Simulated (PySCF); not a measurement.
Species: C₆H₅F.
Numbering: `[CH2:1]=[C:2]1[CH:3]=[CH:4]/[C:5]1=[CH:6]/[F:7]` (hydrogens: H8, H9 on C1; H10 on C3; H11 on C4; H12 on C6)

Computed geometry: GFN2-xTB, gas phase.

Problem. List the bond lengths, angles and torsions at this level.

Solution. 
```json
{"bond": "C1=C2", "length (bohr)": "2.495", "order": "double"}
{"bond": "C2–C3", "length (bohr)": "2.785", "order": "single"}
{"bond": "C3=C4", "length (bohr)": "2.554", "order": "double"}
{"bond": "C4–C5", "length (bohr)": "2.776", "order": "single"}
{"bond": "C5=C6", "length (bohr)": "2.497", "order": "double"}
{"bond": "C6–F7", "length (bohr)": "2.544", "order": "single"}
{"bond": "C2–C5", "length (bohr)": "2.827", "order": "single"}
{"bond": "C1–H8", "length (bohr)": "2.035", "order": "single"}
{"bond": "C1–H9", "length (bohr)": "2.034", "order": "single"}
{"bond": "C3–H10", "length (bohr)": "2.028", "order": "single"}
{"bond": "C4–H11", "length (bohr)": "2.028", "order": "single"}
{"bond": "C6–H12", "length (bohr)": "2.042", "order": "single"}
```

Orders are formal, as drawn. A selection of angles:
```json
{"angle": "C2–C1–H8", "degrees": "121.5"}
{"angle": "C2–C1–H9", "degrees": "121.3"}
{"angle": "H8–C1–H9", "degrees": "117.2"}
{"angle": "C1–C2–C3", "degrees": "137.5"}
{"angle": "C1–C2–C5", "degrees": "135.5"}
{"angle": "C3–C2–C5", "degrees": "87.1"}
{"angle": "C2–C3–C4", "degrees": "92.8"}
{"angle": "C2–C3–H10", "degrees": "132.7"}
{"angle": "C4–C3–H10", "degrees": "134.6"}
{"angle": "C3–C4–C5", "degrees": "92.9"}
{"angle": "C3–C4–H11", "degrees": "134.9"}
{"angle": "C5–C4–H11", "degrees": "132.2"}
{"angle": "C4–C5–C6", "degrees": "135.6"}
{"angle": "C2–C5–C4", "degrees": "87.3"}
{"angle": "C2–C5–C6", "degrees": "137.1"}
{"angle": "C5–C6–F7", "degrees": "122.2"}
{"angle": "C5–C6–H12", "degrees": "125.6"}
{"angle": "F7–C6–H12", "degrees": "112.2"}
```

Torsions: C1–C2–C3–C4 180° (antiperiplanar); C2–C3–C4–C5 0° (synperiplanar); C3–C4–C5–C6 180° (antiperiplanar); C4–C5–C6–F7 180° (antiperiplanar); C1–C2–C5–C4 180° (antiperiplanar).

The C–C distances run from 1.320 Å (C1=C2, drawn double) to 1.496 Å (C2–C5, drawn single), a spread of 0.176 Å. The 4-membered ring C2–C3–C4–C5 has internal angles of 87.1° to 92.9° (sum 360°, against 360° for a flat polygon); it is planar, 0.00 Å rms from its mean plane, widest ring torsion 0°. The 7 heavy atoms lie in one plane (0.000 Å rms).

Point group: Cs (every atom within 0.08 Å of its image). No frequency check.
